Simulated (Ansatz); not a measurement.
`[GeH3][CH2]Br` → `CBr` + `[GeH2]`  (germylene formation by 1,1-elimination)

Isolated molecules relaxed with PBE0-D4/def2-TZVP in Ansatz; ΔE leaves out vibrations. CCSD(T)/CBS adds triple-zeta CCSD(T) − MP2 to the extrapolated MP2 energy (def2 sets, frozen cores). DFT in def2-TZVPP. For Br, Ge outer-core shells are correlated without core-valence functions, which leaves a few kJ/mol of doubt a bond. Scalar relativity is left out up to krypton.

| level | ΔE (kJ/mol) |
| --- | --- |
| LDA (SPW92) | 184.3 |
| CCSD(T)/def2-SVP | 143.1 |
| HF/def2-TZVPP | 117.0 |
| MP2/def2-TZVPP | 174.0 |

(1) What does CCSD(T)/CBS give? (Estimate.)

Largest T1 diagnostic among the species: 0.012.

Answers

(1) The calculation gave: +153.4 kJ/mol. The listed levels differ from it by 30.9, -10.3, -36.4, 20.6 kJ/mol.

From PBE to PBE0 (25 % exact exchange), in def2-TZVPP and without D4, ΔE moves by +9.5 kJ/mol. The D4 term adds +12.4 kJ/mol with B3LYP and +6.6 kJ/mol with PBE0; it sums over pairs of atoms, weighted by their polarisabilities, and B3LYP, whose exchange is more repulsive, gets the larger term.

CCSD(T)/CBS has its own doubt, a few kJ/mol and more with outer-core shells, so smaller differences from it don't rank the levels.

B3LYP here is the variant with VWN-RPA as its local correlation; programs differ in this.
